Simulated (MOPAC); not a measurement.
Input for MOPAC: PM7 on C3H10O (a complex), monomers drawn apart or pushed together.

```
PM7 1SCF PRECISE CHARGE=0 THREADS=1
C3H10O

C      0.10011535 1     0.04827125 1    -0.37655289 1
H      1.14705982 1     0.28507369 1    -0.56453862 1
H     -0.50866659 1     0.43419237 1    -1.19349579 1
H     -0.01936544 1    -1.03351848 1    -0.31961153 1
H     -0.21394075 1     0.50107125 1     0.56259293 1
C      1.11725114 1     0.23989450 1     3.00937618 1
O     -0.26757593 1     0.46513844 1     2.86458141 1
C     -1.02250583 1    -0.71890537 1     2.99546297 1
H      1.49242053 1    -0.45119476 1     2.24345704 1
H      1.35322750 1    -0.17426591 1     3.99845261 1
H      1.61755838 1     1.20046753 1     2.89677794 1
H     -0.74485292 1    -1.45710339 1     2.23190642 1
H     -2.07090091 1    -0.45335065 1     2.86841128 1
H     -0.88457619 1    -1.17333484 1     3.98541238 1
```

It printed:

```
*******************************************************************************
 **                                                                           **
 **                              MOPAC v23.2.5                                **
 **                                                                           **
 *******************************************************************************
 ** MOPAC's Digital Object Identifier: https://doi.org/10.5281/zenodo.6511958 **
 **                                                                           **
 ** Please cite the open-source release paper for use of this MOPAC version:  **
 ** J. E. Moussa and J. J. P. Stewart (2026)                                  **
 ** MOPAC: An open-source semiempirical molecular orbital program             **
 ** J. Open Source Softw., 11(119), 8025, https://doi.org/10.21105/joss.08025 **
 *******************************************************************************

                              PM7 CALCULATION RESULTS

 *******************************************************************************
 *  PM7        - The PM7 Hamiltonian to be used
 *
 *
 *
 *                 CHARGE ON SYSTEM = 0
 *
 *
 *
 *  PRECISE    - TIGHTER CRITERIA TO BE USED
 *  1SCF       - DO 1 SCF AND THEN STOP
 *  THREADS=1  - MULTI-THREADING NOT USED
 *  T=         - A TIME OF 172800.0 SECONDS REQUESTED
 *  DUMP=N     - RESTART FILE WRITTEN EVERY 7200.0 SECONDS REQUESTED
 *******************************************************************************
PM7 1SCF PRECISE CHARGE=0 THREADS=1
 C3H10O

   ATOM   CHEMICAL          X               Y               Z
  NUMBER   SYMBOL      (ANGSTROMS)     (ANGSTROMS)     (ANGSTROMS)

     1       C          0.10011535  *   0.04827125  *  -0.37655289  *
     2       H          1.14705982  *   0.28507369  *  -0.56453862  *
     3       H         -0.50866659  *   0.43419237  *  -1.19349579  *
     4       H         -0.01936544  *  -1.03351848  *  -0.31961153  *
     5       H         -0.21394075  *   0.50107125  *   0.56259293  *
     6       C          1.11725114  *   0.23989450  *   3.00937618  *
     7       O         -0.26757593  *   0.46513844  *   2.86458141  *
     8       C         -1.02250583  *  -0.71890537  *   2.99546297  *
     9       H          1.49242053  *  -0.45119476  *   2.24345704  *
    10       H          1.35322750  *  -0.17426591  *   3.99845261  *
    11       H          1.61755838  *   1.20046753  *   2.89677794  *
    12       H         -0.74485292  *  -1.45710339  *   2.23190642  *
    13       H         -2.07090091  *  -0.45335065  *   2.86841128  *
    14       H         -0.88457619  *  -1.17333484  *   3.98541238  *



          CARTESIAN COORDINATES

    NO.       ATOM           X           Y           Z

     1         C          0.1001      0.0483     -0.3766
     2         H          1.1471      0.2851     -0.5645
     3         H         -0.5087      0.4342     -1.1935
     4         H         -0.0194     -1.0335     -0.3196
     5         H         -0.2139      0.5011      0.5626
     6         C          1.1173      0.2399      3.0094
     7         O         -0.2676      0.4651      2.8646
     8         C         -1.0225     -0.7189      2.9955
     9         H          1.4924     -0.4512      2.2435
    10         H          1.3532     -0.1743      3.9985
    11         H          1.6176      1.2005      2.8968
    12         H         -0.7449     -1.4571      2.2319
    13         H         -2.0709     -0.4534      2.8684
    14         H         -0.8846     -1.1733      3.9854

 General Reference for PM7:
 "Optimization of Parameters for Semiempirical Methods VI: More Modifications to the
 NDDO Approximations and Re-optimization of Parameters", J. J. P. Stewart, J. Mol. Mod., 1:32, 19 (2013)
 https://link.springer.com/article/10.1007/s00894-012-1667-x

           Empirical Formula: C3 H10 O  =    14 atoms



      MOLECULAR POINT GROUP   :   C1


      RHF CALCULATION, NO. OF DOUBLY OCCUPIED LEVELS = 14


 -------------------------------------------------------------------------------
 PM7 1SCF PRECISE CHARGE=0 THREADS=1
 C3H10O



     1SCF WAS SPECIFIED, SO BFGS WAS NOT USED
     SCF FIELD WAS ACHIEVED


                              PM7 CALCULATION
                                                       MOPAC v23.2.5 Linux




          FINAL HEAT OF FORMATION =        -59.45624 KCAL/MOL =    -248.76491 KJ/MOL


          COSMO AREA              =        125.52 SQUARE ANGSTROMS
          COSMO VOLUME            =        110.61 CUBIC ANGSTROMS

          IONIZATION POTENTIAL    =          9.958672 EV
          HOMO LUMO ENERGIES (EV) =         -9.959  2.418
          NO. OF FILLED LEVELS    =         14
          MOLECULAR WEIGHT        =         62.1114         POINT GROUP:  C1

          MOLECULAR DIMENSIONS (Angstroms)

            Atom       Atom       Distance
            H    10    H     3     5.54916
            H    13    H     2     4.21751
            H    11    H    12     2.54154


          SCF CALCULATIONS        =          1





   ATOM   CHEMICAL          X               Y               Z
  NUMBER   SYMBOL      (ANGSTROMS)     (ANGSTROMS)     (ANGSTROMS)

     1       C          0.10011535  *   0.04827125  *  -0.37655289  *
     2       H          1.14705982  *   0.28507369  *  -0.56453862  *
     3       H         -0.50866659  *   0.43419237  *  -1.19349579  *
     4       H         -0.01936544  *  -1.03351848  *  -0.31961153  *
     5       H         -0.21394075  *   0.50107125  *   0.56259293  *
     6       C          1.11725114  *   0.23989450  *   3.00937618  *
     7       O         -0.26757593  *   0.46513844  *   2.86458141  *
     8       C         -1.02250583  *  -0.71890537  *   2.99546297  *
     9       H          1.49242053  *  -0.45119476  *   2.24345704  *
    10       H          1.35322750  *  -0.17426591  *   3.99845261  *
    11       H          1.61755838  *   1.20046753  *   2.89677794  *
    12       H         -0.74485292  *  -1.45710339  *   2.23190642  *
    13       H         -2.07090091  *  -0.45335065  *   2.86841128  *
    14       H         -0.88457619  *  -1.17333484  *   3.98541238  *

                             CARTESIAN COORDINATES

   1    C        0.100115350     0.048271250    -0.376552890
   2    H        1.147059820     0.285073690    -0.564538620
   3    H       -0.508666590     0.434192370    -1.193495790
   4    H       -0.019365440    -1.033518480    -0.319611530
   5    H       -0.213940750     0.501071250     0.562592930
   6    C        1.117251140     0.239894500     3.009376180
   7    O       -0.267575930     0.465138440     2.864581410
   8    C       -1.022505830    -0.718905370     2.995462970
   9    H        1.492420530    -0.451194760     2.243457040
  10    H        1.353227500    -0.174265910     3.998452610
  11    H        1.617558380     1.200467530     2.896777940
  12    H       -0.744852920    -1.457103390     2.231906420
  13    H       -2.070900910    -0.453350650     2.868411280
  14    H       -0.884576190    -1.173334840     3.985412380


           Empirical Formula: C3 H10 O  =    14 atoms



      MOLECULAR POINT GROUP   :   C1


                  EIGENVALUES
 -29.73799 -24.85189 -24.73192 -23.40718 -16.40881 -16.03538 -15.87879 -13.62844
 -13.50541 -13.37008 -13.30341 -12.87269 -12.10128  -9.95867   2.41847   4.65823
   5.49734   5.52927   5.53666   5.74259   6.04491   6.07426   6.21210   6.26905
   6.41994   7.63758


              NET ATOMIC CHARGES AND DIPOLE CONTRIBUTIONS

  ATOM NO.   TYPE          CHARGE      No. of ELECS.   s-Pop       p-Pop
    1          C          -0.614621        4.6146     1.04854     3.56608
    2          H           0.146815        0.8532     0.85319
    3          H           0.149669        0.8503     0.85033
    4          H           0.143967        0.8560     0.85603
    5          H           0.173394        0.8266     0.82661
    6          C          -0.209065        4.2091     1.07646     3.13261
    7          O          -0.349952        6.3500     1.87809     4.47186
    8          C          -0.208592        4.2086     1.07635     3.13225
    9          H           0.121386        0.8786     0.87861
   10          H           0.119584        0.8804     0.88042
   11          H           0.143717        0.8563     0.85628
   12          H           0.120122        0.8799     0.87988
   13          H           0.143840        0.8562     0.85616
   14          H           0.119736        0.8803     0.88026
 DIPOLE           X         Y         Z       TOTAL
 POINT-CHG.     0.703    -1.592     0.431     1.793
 HYBRID        -0.017     0.048    -0.045     0.068
 SUM            0.686    -1.545     0.386     1.734


          ATOMIC ORBITAL ELECTRON POPULATIONS

     Atom    s        px        py        pz
    1  C   1.04854   1.18383   1.18263   1.19963
    2  H   0.85319
    3  H   0.85033
    4  H   0.85603
    5  H   0.82661
    6  C   1.07646   0.84659   1.14977   1.13625
    7  O   1.87809   1.21459   1.30852   1.94875
    8  C   1.07635   1.04982   0.94582   1.13660
    9  H   0.87861
   10  H   0.88042
   11  H   0.85628
   12  H   0.87988
   13  H   0.85616
   14  H   0.88026

 **********************
 *                    *
 * JOB ENDED NORMALLY *
 *                    *
 **********************




 == MOPAC DONE ==
```

The run finished.

Cost: around 0.03 core-seconds (rough).
